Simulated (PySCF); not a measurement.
2-bromo-1,1-difluoroethane, C2H3BrF2.
Numbering: `[F:1][CH:2]([F:3])[CH2:4][Br:5]` (hydrogens: H6 on C2; H7, H8 on C4)

A GFN2-xTB structure was refined with PBE0-D3(BJ)/def2-TZVP geometry optimisation, gas phase (PySCF 2.14.0). Its GFN2-xTB values:

| coordinate | GFN2-xTB |
| --- | --- |
| F1–C2 | 1.355 Å |
| C2–C4 | 1.519 Å |
| C2–H6 | 1.101 Å |
| C4–Br5 | 1.936 Å |
| C4–H7 | 1.089 Å |
| F1–C2–F3 | 106.3° |
| F1–C2–C4 | 109.2° |
| C2–C4–Br5 | 110.4° |
| F3–C2–C4 | 111.1° |
| F1–C2–C4–Br5 | 166° |

Task: How do these coordinates change at the PBE0-D3(BJ)/def2-TZVP level?

Result: 
```tsv
coordinate	PBE0-D3(BJ)/def2-TZVP (Å or °)	change
C2–C4	1.506	-0.013
C2–H6	1.094	-0.007
C4–Br5	1.929	-0.007
F1–C2	1.359	+0.004
C4–H7	1.087	-0.002
F1–C2–C4	107.9	-1.3
F1–C2–F3	107.4	+1.1
C2–C4–Br5	110.9	+0.5
F3–C2–C4	110.8	-0.3
F1–C2–C4–Br5	174	+8
```

The energy falls by 1.6 kJ/mol over 8 energy and gradient evaluations, the largest force component goes from 0.0055 to 3.2e-04 Eh/bohr, and the atoms move by 0.084 Å rms after alignment. The bond that changes most is C2–C4 (CHF2 carbon to sp3 C–Br carbon), which shortens by 0.013 Å. Bonds longer at the end by more than 0.005 Å: 0 of 7; shorter: 3. Rotational constants go from 8882, 1356, 1231 to 8998, 1391, 1253 MHz.

The run used 190 basis functions and 57 SCF cycles in all.

No PBE0-D3(BJ)/def2-TZVP frequencies stand behind this structure, so it isn't proved a minimum. One conformer, not necessarily the lowest.

Shape of the structure used: `[F:1][CH:2]([F:3])[CH2:4][Br:5]`: F1–C2–C4–Br5 174°.
